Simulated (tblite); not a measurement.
Run record: tight-binding relaxation, `C=CCN(NC)C(C)C`.

Computed with GFN2-xTB geometry optimisation, gas phase (tblite 0.8.0). Start geometry: from a force field or distance geometry. A driver script takes a list of jobs; this job's settings line and coordinates (Å) are shown.

Command:
```bash
OMP_NUM_THREADS=1 python probes_run.py task.json out
```

Input:
```
{"job": {"kind": "relax", "xc": "GFN2-xTB", "basis": "xTB"}, "charge": 0, "multiplicity": 1}
C      3.446000    -0.441000     0.488700
C      2.423600    -0.380900    -0.400400
C      1.078300    -1.001300    -0.174700
N     -0.015700    -0.003800    -0.387300
N     -0.026900     0.984800     0.706800
C      0.175800     2.307700     0.103300
C     -1.340800    -0.671500    -0.482300
C     -1.821100    -1.370900     0.802600
C     -2.407100     0.299100    -0.982600
H      3.331900    -0.942500     1.450300
H      4.389500     0.024700     0.262700
H      2.573700     0.123700    -1.336900
H      1.003200    -1.463800     0.822700
H      0.975000    -1.800700    -0.923000
H      0.729700     0.833300     1.369200
H     -0.614800     2.564100    -0.592200
H      1.149200     2.382000    -0.399300
H      0.162600     3.058100     0.898000
H     -1.260000    -1.440700    -1.252800
H     -2.787500    -1.861000     0.625900
H     -1.967300    -0.665100     1.630200
H     -1.132200    -2.152500     1.123400
H     -2.082000     0.804200    -1.893700
H     -3.347900    -0.240000    -1.209700
H     -2.646300     1.078300    -0.239700
```

Output:
```
step      E/eV     max force
  0    -786.96871    2.166
  1    -787.04893    1.855
  2    -787.09422    0.591
  3    -787.11583    0.430
  4    -787.13547    0.361
  5    -787.14621    0.285
  6    -787.15622    0.218
  7    -787.16170    0.152
  8    -787.16554    0.139
  9    -787.16905    0.141
... (112 lines left out)
122    -787.26166    0.020
123    -787.26174    0.020
124    -787.26181    0.021
125    -787.26189    0.023
126    -787.26196    0.019
127    -787.26202    0.019
128    -787.26206    0.015
129    -787.26210    0.016
130    -787.26213    0.013
131    -787.26214    0.009
```

«max force» is the largest atomic force in eV/Å.

Question: From which step on does the largest force stay under 0.1 eV/Å, and how much energy is left to gain from there?

Answer: From step 41 (0.084 eV/Å), 21.6 meV above the end.

Summary of the converged run: energy lowered by 6.8 kcal/mol over 131 steps; largest atomic force 0.009 eV/Å at the end.

Question: Give the final coordinates.

Answer: 0.313 Å rms from the input after alignment:
```
atom  x, y, z in Å
C1     3.4101   -0.2400    0.2562
C2     2.3216   -0.2780   -0.4900
C3     1.0368   -0.9305   -0.0805
N4    -0.1008   -0.0512   -0.3081
N5    -0.2205    0.9914    0.6371
C6     0.4588    2.2037    0.2286
C7    -1.3790   -0.7382   -0.4856
C8    -1.9054   -1.4143    0.7859
C9    -2.3964    0.2677   -1.0164
H10    3.4387   -0.6777    1.2417
H11    4.3206    0.2239   -0.0831
H12    2.3051    0.1651   -1.4760
H13    1.1069   -1.2567    0.9735
H14    0.8938   -1.8208   -0.7016
H15    0.1059    0.6969    1.5610
H16    0.0886    2.4813   -0.7566
H17    1.5514    2.1116    0.1805
H18    0.2012    2.9890    0.9389
H19   -1.2088   -1.5038   -1.2521
H20   -2.8436   -1.9208    0.5750
H21   -2.0791   -0.6677    1.5569
H22   -1.1956   -2.1506    1.1581
H23   -2.0299    0.7143   -1.9362
H24   -3.3447   -0.2244   -1.2153
H25   -2.5463    1.0540   -0.2828
```

Question: How long does this job take on one thread of an Arm Neoverse V1, shared host with 32 logical CPUs at a one-minute load of 12?

Answer: About 1.1 s.
Labels such as C1 count atoms from 1, the log's own numbers from 0.
